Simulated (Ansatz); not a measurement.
Compare A (`N=CB(O)Cl`) with its isomer B (`BOC(=N)Cl`).

Computed with Ansatz on PBE0-D4/def2-TZVP structures; ΔE is electronic, products minus reactants. CCSD(T)/CBS adds triple-zeta CCSD(T) − MP2 to the extrapolated MP2 energy (def2 sets, frozen cores). Functionals use def2-TZVPP. B3LYP here is the variant with VWN-RPA as its local correlation; programs differ in this. Each species was taken in one conformer, which may not be the lowest.

(1) Which is lower in electronic energy at CCSD(T)/CBS, and by how much? (Estimate.)

(2) Give E(B) − E(A) in kJ/mol with PBE-D4, r2SCAN-D4, MP2/def2-TZVPP, HF/def2-TZVPP, CCSD(T)/def2-TZVPP, B3LYP, B3LYP-D4. (Best estimate.)

(3) Does the order hold for the free energy at 298.15 K (harmonic terms from PBE0-D4)? (Estimate.)

Largest T1 diagnostic: 0.014.

Results:

(1) Ansatz gave: A, by 204.9 kJ/mol.

(2) Computed: PBE-D4 189.8, r2SCAN-D4 193.8, MP2/def2-TZVPP 203.4, HF/def2-TZVPP 197.2, CCSD(T)/def2-TZVPP 202.3, B3LYP 192.4, B3LYP-D4 192.4. None reverses the order clearly.

(3) The calculation gave: Yes: G(B) − G(A) = +194.1 kJ/mol, for one conformer each.

Leaving LDA and LC-ωPBE aside and taking each functional with its dispersion term where it has one, the values, not all of them listed here, spread over 15.3 kJ/mol, from BLYP-D4 to B97M-V. LDA lies −5.5 kJ/mol from PBE without D4. From BLYP to BHLYP (50 % exact exchange), in def2-TZVPP and without D4, E(B) − E(A) moves by +9.8 kJ/mol.
